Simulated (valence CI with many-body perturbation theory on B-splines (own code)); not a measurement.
## From CI to CI+MBPT in Ge XII

Calculated by configuration interaction combined with many-body perturbation theory (CI+MBPT): three valence electrons over a frozen Dirac-Fock core [Ar], radial functions for each j: 9 s, 9 p, 10 d, 8 f, 5 g, 3 h, 1 i, with the one-electron correlation potential Σ1, the two-electron term Σ2, the three-electron term Σ3, Breit, model QED; selected CI, second order for the rest, scaled by the run's own slope (own B-spline code, finite nucleus).

No measured spectrum was set against this ion. As an estimate, terms of the open shell hold to 2 to 4 % of their energy, and close levels can change places. Core correlation moves these levels by up to 3500 cm⁻¹, and in measured spectra 5 to 20 % of such shifts remained as error; rates that hang on mixing are uncertain with them. Only levels of the ground parity were solved; by the run's estimate the other parity begins above the list, which can be wrong where configurations are misplaced.

Each rung adds one term. CI alone is the Dirac-Coulomb CI over the frozen core; QED comes last and gives the full result, which names the levels. Energies are above 3d3 4F_3/2 on the same rung, in eV.

Names give the largest LS component (configuration and term), which can be under half, so a name can repeat, a term be missing and a line seem to break the LS rules; names also repeat where a configuration has a term twice. Letters in brackets count levels of one name in rising energy.

```tsv
Level	CI alone
3d3 4F_5/2	0.326
3d3 4F_7/2	0.735
3d3 4F_9/2	1.196
3d3 4P_1/2	4.470
3d3 4P_3/2	4.458
3d3 2G_7/2	4.816
3d3 4P_5/2	5.001
3d3 2G_9/2	5.103
3d3 2D_3/2 [a]	5.998
3d3 2P_1/2	6.146
3d3 2H_9/2	6.585
3d3 2H_11/2	6.724
3d3 2D_5/2 [a]	7.053
3d3 2P_3/2	7.209
3d3 2F_7/2	10.522
3d3 2F_5/2	10.660
```

What do these energies become with core correlation, Breit and QED?

3d3 4F_5/2 0.320 (-0.0064); 3d3 4F_7/2 0.711 (-0.0236); 3d3 4F_9/2 1.144 (-0.0520); 3d3 4P_1/2 4.151 (-0.3197); 3d3 4P_3/2 4.156 (-0.3018); 3d3 2G_7/2 4.579 (-0.2364); 3d3 4P_5/2 4.671 (-0.3291); 3d3 2G_9/2 4.861 (-0.2419); 3d3 2D_3/2 [a] 5.741 (-0.2573); 3d3 2P_1/2 5.988 (-0.1586); 3d3 2H_9/2 6.386 (-0.1995); 3d3 2H_11/2 6.499 (-0.2248); 3d3 2D_5/2 [a] 6.684 (-0.3691); 3d3 2P_3/2 6.981 (-0.2284); 3d3 2F_7/2 10.006 (-0.5159); 3d3 2F_5/2 10.175 (-0.4856).

How does the ionisation energy move along the ladder, and which term matters most?

CI alone 320.07, + Σ1 322.44, + Σ2 326.41, + Σ3 326.42, + Breit 326.37, + QED 326.38 eV. The largest step is Σ2, 3.97 eV. NIST lists 326 ± 2.5 eV (theoretical).
